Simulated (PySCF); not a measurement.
B(Cl)(Et)(NH2) (C2H7BClN), SMILES CCB(N)Cl.

Coordinates come from a PBE-D3(BJ)/def2-SVP optimisation. The structure was generated by enumeration, and PubChem lists no compound with its InChIKey, so it may never have been made. The values are those of a single conformer.

Calculation: TDDFT-B3LYP/def2-SVPD (PySCF).

Vertical excitations. The molecule is in vacuum. State labels are in the subgroup Cs.

Q: Estimate the UV-visible absorptions. (An estimate is asked for; the answer gives what the named calculation found.)

A: 
```tsv
state	symmetry	energy (eV)	λ (nm)	f	main pairs
S1	A"	6.93	179	0.004	HOMO→LUMO 98 %
S2	A"	7.13	174	0.000	HOMO−1→LUMO+1 99 %
S3	A'	7.19	173	0.017	HOMO−1→LUMO 96 %
S4	A'	7.65	162	0.165	HOMO→LUMO+1 87 %
S5	A"	8.03	154	0.050	HOMO−2→LUMO 64 %, HOMO→LUMO+2 17 %, HOMO→LUMO+3 16 %
S6	A"	8.14	152	0.001	HOMO→LUMO+2 70 %
S7	A'	8.14	152	0.039	HOMO−3→LUMO 55 %, HOMO−1→LUMO+2 40 %
S8	A"	8.22	151	0.001	HOMO→LUMO+3 69 %, HOMO−2→LUMO 24 %
S9	A"	8.26	150	0.002	HOMO−3→LUMO+1 91 %
S10	A'	8.34	149	0.048	HOMO−1→LUMO+2 46 %, HOMO−3→LUMO 40 %, HOMO−1→LUMO+3 8 %
T1	A'	6.30	197	0	HOMO→LUMO+1 91 %
T2	A"	6.73	184	0	HOMO→LUMO 92 %
T3	A"	6.84	181	0	HOMO−1→LUMO+1 94 %
T4	A'	7.11	174	0	HOMO−1→LUMO 97 %
```
Triplets are in the Tamm–Dancoff approximation, which puts them higher than full response would, so one can lie above its singlet here.
